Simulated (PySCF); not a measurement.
## The second ionisation energy along group 13

Calculated with PySCF 2.14 from differences of total energies of unrestricted determinants, without spin-orbit coupling. Values in eV. The last column holds reference values (NIST; (s) semi-empirical, (t) theoretical, else measured). Unmarked ones compare directly (S terms, centres of terms, or small fine structure); those marked * lie between the lowest fine-structure levels and include a spin-orbit shift.

| element | configurations | UHF | LDA | PBE | PBE0 | r2SCAN | SCS-MP2 (valence) | reference |
| --- | --- | --- | --- | --- | --- | --- | --- | --- |
| B (aug-cc-pVQZ with one added diffuse shell each of s, p, d, f, g type, non-relativistic) | [He] 2s2 → [He] 2s1 | 23.443 | 24.551 | 24.603 | 24.560 | 24.264 | 24.687 | 25.155 |
| Al (aug-cc-pV(Q+d)Z with one added diffuse shell each of s, p, d, f, g type, non-relativistic) | [Ne] 3s2 → [Ne] 3s1 | 17.521 | 18.899 | 18.763 | 18.656 | 18.380 | 18.473 | 18.829 |
| Ga (aug-cc-pVQZ-PP with one added diffuse shell each of s, p, d, f, g type with ECP10MDF, ECP) | [Ar] 3d10 4s2 → [Ar] 3d10 4s1 | 18.745 | 21.099 | 20.678 | 20.362 | 20.491 | 19.650 | 20.515 |
| In (aug-cc-pVQZ-PP with one added diffuse shell each of s, p, d, f, g type with ECP28MDF, ECP) | [Kr] 4d10 5s2 → [Kr] 4d10 5s1 | 17.009 | 19.494 | 19.049 | 18.716 | 18.803 | 17.807 | 18.870 |
| Tl (aug-cc-pVQZ-PP with one added diffuse shell each of s, p, d, f, g type with ECP60MDF, ECP) | [Xe] 4f14 5d10 6s2 → [Xe] 4f14 5d10 6s1 | 18.363 | 20.973 | 20.506 | 20.189 | 20.321 | 19.052 | 20.428 |

```tsv
method	elements	mean error (eV)	mean absolute error (eV)	largest error (eV)
UHF	5	-1.743	1.743	-2.066
LDA	5	0.244	0.485	0.623
PBE	5	-0.040	0.207	-0.552
PBE0	5	-0.263	0.263	-0.595
r2SCAN	5	-0.308	0.308	-0.890
SCS-MP2 (valence)	5	-0.826	0.826	-1.376
```

Errors include the incompleteness of the basis and the frozen core.

"Valence" correlates the outer s and p shells and, in groups 3 to 12 and the f block, the outer d or f shell, open or full, or the next shell where the ion has no valence electron left; the wider scheme adds the next inner shell.
